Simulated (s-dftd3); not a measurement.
CsF (SMILES [F][Cs]), singlet, at a GFN2-xTB geometry (such geometries of metal compounds can be far from the true shape); D3(op) for pbe (s-dftd3 1.4.0).

s-dftd3 was given this input:
```
$ s-dftd3 mol.xyz --op pbe --json dftd3.json --noedisp --grad

# file mol.xyz
2

Cs    -0.00000000    -0.00000000    -0.32413647
F      0.00000000     0.00000000     1.98083399
```

Problem. Predict the main parts of the log of this s-dftd3 run.

Solution. 
```
-----------------------------------
 s i m p l e   D F T - D 3  v1.4.0
-----------------------------------

Optimized power damping: pbe-D3(op)
--------------------
   s6        0.9183
   s8        0.0000
   s9        0.0000
   a1        0.2000
   a1        4.7500
  alp       14.0000
 beta        6.0000
--------------------

Dispersion energy:      -5.8729561613224E-05 Eh

Gradient norm:           1.1264687289328E-04 Eh/a0
--------------------------------------------------
     #    Z           dE/dx      dE/dy      dE/dz
--------------------------------------------------
     1   55 Cs    0.000E+00  0.000E+00  7.965E-05
     2    9 F     0.000E+00  0.000E+00 -7.965E-05
--------------------------------------------------

Virial:
--------------------------------------------------
      component           x          y          z
--------------------------------------------------
          x       0.000E+00  0.000E+00  0.000E+00
          y       0.000E+00  0.000E+00  0.000E+00
          z       0.000E+00  0.000E+00 -3.470E-04
--------------------------------------------------

[Info] JSON dump of results written to 'dftd3.json'
```
